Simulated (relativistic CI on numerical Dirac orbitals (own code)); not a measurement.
Input to a radial Dirac CI calculation:

```
atom Ru  Z=44  charge=42  electrons=2
nucleus A=102  rms_radius_fm=4.4809
hamiltonian dirac-coulomb  breit=on  qed=on  c_scale=1
orbitals kli  potential=per-configuration
slater_scale 0.9
correlation none
mixing on
configurations
  1s2
  1s 2p
  1p 2p
  1s 1p
end
```

(1) How did the run end?

## Answers

(1) The self-consistent field of one configuration failed: SCF of 1p 2p ended with code -1.
